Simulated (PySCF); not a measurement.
Molecule: SMILES C=C/N=C/C(F)(F)F, C$_{4}$H$_{4}$F$_{3}$N.

Geometry (Å), atoms numbered from 1 in this order:
```xyz
12

C     2.522    0.570    0.110
C     1.486   -0.250   -0.034
N     0.210    0.259    0.040
C    -0.799   -0.483   -0.089
C    -2.179    0.108    0.001
F    -2.192    1.424    0.198
F    -2.880   -0.451    1.005
F    -2.883   -0.132   -1.121
H     2.361    1.620    0.282
H     3.536    0.217    0.060
H     1.609   -1.319   -0.210
H    -0.791   -1.565   -0.267
```

Frames of a GFN2-xTB Langevin trajectory at 300 K; GIAO PBE0/pcSseg-1 shieldings in PySCF 2.14.0 with density-fitted response routines, gas phase, non-relativistic; equivalent atoms averaged within each frame.

Scale: $^{13}$C (σref 186.93), $^{1}$H (σref 31.72) vs TMS; NH3 for $^{15}$N (σref 267.73); CFCl3 for $^{19}$F (σref 170.95) (reference shieldings calculated alike). The references are static minima.

How do the shifts (ppm) fluctuate along the trajectory?

Answers


| time (fs) | C4 | C2 | C1 | C5 | N3 | F6/F7/F8 | H11 | H12 | H10 | H9 |
| --- | --- | --- | --- | --- | --- | --- | --- | --- | --- | --- |
| 250 | 155.0 | 145.5 | 131.2 | 123.9 | 408.6 | -95.2 | 8.14 | 7.47 | 5.97 | 5.76 |
| 425 | 157.1 | 153.4 | 141.0 | 133.8 | 398.0 | -75.1 | 7.49 | 8.76 | 5.75 | 7.08 |
| 625 | 148.9 | 147.0 | 136.5 | 133.3 | 425.1 | -57.2 | 6.89 | 8.57 | 5.95 | 5.85 |
| 800 | 147.8 | 143.3 | 128.9 | 132.2 | 401.2 | -76.6 | 7.49 | 8.10 | 5.09 | 6.65 |
| 1000 | 162.0 | 148.4 | 131.7 | 138.5 | 429.1 | -62.3 | 7.07 | 7.14 | 5.92 | 6.41 |
| mean of frames | 154.2 | 147.5 | 133.8 | 132.3 | 412.4 | -73.3 | 7.42 | 8.01 | 5.74 | 6.35 |
| standard deviation | 5.9 | 3.8 | 4.9 | 5.3 | 14.0 | 14.8 | 0.48 | 0.70 | 0.37 | 0.55 |

5 frames give an uncertainty of the mean of about the standard deviation over 2.2 at best, since frames this close in time may not be independent; classical motion lacks zero-point vibration, and the reference would need the same averaging.
